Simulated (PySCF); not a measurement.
UHF on Lu³⁺ (lutetium, charge +3)

Configuration: [Xe] 4f14, closed-shell 1S. All numbers are calculated (PySCF 2.14, scalar relativity by spin-free X2C-1e, in ANO-RCC-VTZP).

```json
{
 "Total energy": "-14556.459398 hartree",
 "One-electron energy": "-19929.8984 hartree",
 "Hartree (Coulomb) energy": "5673.3780 hartree",
 "Exchange energy": "-299.9390 hartree",
 "⟨S²⟩": "0.0000",
 "⟨L²⟩": "0.000",
 "Sum of ⟨r⟩": "34.19 bohr",
 "Sum of ⟨r²⟩": "31.62 bohr²",
 "Langevin diamagnetic susceptibility": "-25.0 ×10⁻⁶ cm³/mol"
}
```

```json
{"shell": "1s", "electrons": "2", "mean orbital energy (eV)": "-63659.3", "rms radius, mean of both spins (bohr)": "0.0219"}
{"shell": "2s", "electrons": "2", "mean orbital energy (eV)": "-10992.9", "rms radius, mean of both spins (bohr)": "0.0885"}
{"shell": "2p", "electrons": "6", "mean orbital energy (eV)": "-9695.3", "rms radius, mean of both spins (bohr)": "0.0801"}
{"shell": "3s", "electrons": "2", "mean orbital energy (eV)": "-2569.7", "rms radius, mean of both spins (bohr)": "0.227"}
{"shell": "3p", "electrons": "6", "mean orbital energy (eV)": "-2171.3", "rms radius, mean of both spins (bohr)": "0.228"}
{"shell": "3d", "electrons": "10", "mean orbital energy (eV)": "-1679.0", "rms radius, mean of both spins (bohr)": "0.208"}
{"shell": "4s", "electrons": "2", "mean orbital energy (eV)": "-561.98", "rms radius, mean of both spins (bohr)": "0.509"}
{"shell": "4p", "electrons": "6", "mean orbital energy (eV)": "-428.34", "rms radius, mean of both spins (bohr)": "0.541"}
{"shell": "4d", "electrons": "10", "mean orbital energy (eV)": "-248.25", "rms radius, mean of both spins (bohr)": "0.592"}
{"shell": "5s", "electrons": "2", "mean orbital energy (eV)": "-99.659", "rms radius, mean of both spins (bohr)": "1.26"}
{"shell": "5p", "electrons": "6", "mean orbital energy (eV)": "-65.001", "rms radius, mean of both spins (bohr)": "1.47"}
{"shell": "4f", "electrons": "14", "mean orbital energy (eV)": "-48.821", "rms radius, mean of both spins (bohr)": "0.792"}
```

Spin-orbit coupling, which splits the p, d and f shells strongly at this Z, is absent.

Densities and radii are taken from the X2C orbitals without a picture-change correction, which distorts them close to the nucleus.
